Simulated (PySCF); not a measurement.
H3OSi, SMILES [SiH3][O], multiplicity 2. Atoms are numbered in the order given.

```xyz
5

O     -1.1836    -0.0267     0.0000
Si     0.4742    -0.0013     0.0000
H      1.0542    -0.6186     1.2149
H      0.7218     1.4692     0.0000
H      1.0542    -0.6186    -1.2149
```
Charge 0, spin multiplicity 2.

Geometry: B3LYP-D3(BJ)/def2-TZVP. The isomer is the one that the SMILES or the coordinates give; other isomers of the formula were not compared.

Level of theory: PBE/def2-TZVPD (PySCF).

Mulliken values depend strongly on the basis, most of all with diffuse functions as here. ESP charges are fitted to the potential on shells at 1.4 to 2.0 van der Waals radii. Atomic charges (e):

```
atom  ESP fit  Mulliken  Mulliken spin
----  -------  --------  -------------
O1      -0.31     -0.25           0.85
Si2      0.48      0.26          -0.01
H3      -0.07     -0.02           0.02
H4      -0.03      0.02           0.12
H5      -0.07     -0.02           0.02
```
